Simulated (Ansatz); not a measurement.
Consider the ligand exchange at the Sn–O bond: `[NH2][Sn][OH]` + NH₃ → `[NH2][Sn][NH2]` + H₂O.

Isolated molecules relaxed with PBE0-D4/def2-TZVP in Ansatz; ΔE leaves out vibrations. CBS: MP2 limit from def2 TZ/QZ plus the TZ coupled-cluster correction, frozen cores. This one scheme is used for every species. Functionals use def2-TZVPP. B3LYP here is the variant with VWN-RPA as its local correlation; programs differ in this. Elements past krypton have def2 core potentials. For Sn outer-core shells are correlated without core-valence functions, which leaves a few kJ/mol of doubt a bond. Each species was taken in one conformer, which may not be the lowest.

```tsv
level	ΔE (kJ/mol)
revPBE	37.5
B3LYP	36.9
```

Task: What does CCSD(T)/CBS give? (Estimate.)

Result: Ansatz gave: +30.4 kJ/mol. The listed levels differ from it by 7.1, 6.5 kJ/mol.

Largest T1 diagnostic among the species: 0.017.

From PBE to PBE0 (25 % exact exchange), in def2-TZVPP and without D4, ΔE moves by −4.2 kJ/mol. Leaving LDA and LC-ωPBE aside and taking each functional with its dispersion term where it has one, the values, not all of them listed here, spread over 11.3 kJ/mol, from PBE-QIDH to B97M-V. LDA lies −7.2 kJ/mol from PBE without D4.
